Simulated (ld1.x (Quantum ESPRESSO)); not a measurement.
Nb: TM semilocal pseudisation with BP86, scalar-relativistic reference atom.

| Quantity | Value |
| --- | --- |
| Element | Nb |
| Generator | ld1.x (Quantum ESPRESSO) 7.5 |
| Type | norm-conserving Troullier–Martins (semilocal form) |
| Functional | BP86 |
| Relativity | scalar-relativistic |
| Frozen core | [Ar] 3d10 |
| Valence charge | 13 |
| Reference configuration | 4s2 4p6 4d5 5s0 5p0 |
| Partial waves | 4s (bound): rc 1.35 bohr; 4p (bound): rc 1.30 bohr; 4d (bound): rc 2.80 bohr; 4f channel at 0.35 Ry: rc 2.30 bohr |
| Local potential | the f channel |
| Core correction | none |

All-electron outer shells of the reference configuration (BP86, scalar-relativistic, ld1.x):

| shell | level (eV) | outermost node (bohr) | outermost maximum (bohr) |
| --- | --- | --- | --- |
| 3p | -345.20 | 0.17 | 0.39 |
| 3d | -194.64 | – | 0.33 |
| 4s | -56.76 | 0.53 | 1.04 |
| 4p | -32.95 | 0.54 | 1.12 |
| 5s | -3.66 | 1.41 | 3.15 |
| 4d | -2.06 | 0.55 | 1.53 |
| 5p | -0.98 | 1.64 | 4.48 |

**Question.** Estimate the cutoffs (Ry, on a coarse ladder) from which the occupation-weighted sum of valence levels, in a spherical-Bessel basis at the reference potential, stays within 10 and 1 mRy of its value at 400 Ry.

**Answer.** 90 Ry and 140 Ry.

**Question.** Tests: 4s2 4p6 4d4 5s1 5p0; 4s2 4p6 4d4 5s0 5p0; 4s2 4p6 4d3 5s0 5p0; 4s2 4p6 4d4 5s0.5 5p0; 4s2 4p6 4d2 5s0 5p0; 4s2 4p6 4d4 5s0 5p1; 4s2 4p6 4d4.5 5s0.5 5p0. Which has the largest error in its energy relative to the reference configuration, and how large is it?

**Answer.** 4s2 4p6 4d4 5s1 5p0, with +120 meV (all-electron minus pseudo) on -1.31 eV.
